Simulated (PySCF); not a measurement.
F4S. Atoms are numbered in the order given.

```xyz
5

F      1.2335     0.0000     0.6222
S      0.0000     0.0000    -0.3903
F      0.0000    -1.6679    -0.2753
F      0.0000     1.6679    -0.2753
F     -1.2335     0.0000     0.6222
```

Geometry optimised at TPSSh-D3(BJ)/def2-SVP.

Computed with PBE/def2-TZVP run with PySCF.

Isolated molecule, no solvent.

Q: Estimate the frontier levels, gap, dipole moment and polarisability. (The exact figures need the calculation; the answer reports its results.)

A: 
```yaml
highest_occupied_level: -8.41 eV
lowest_empty_level: -3.39 eV
orbital_gap: 5.02 eV
dipole_moment: 0.75 D
quadrupole, principal values (traceless, Buckingham form, about the centre of nuclear charge): -5.62, 2.39, 3.24 D·Å
mean_static_polarisability: 26.1 bohr³ (3.87 Å³)
polarisability_principal_values: 20.8, 25.0, 32.5 bohr³
```
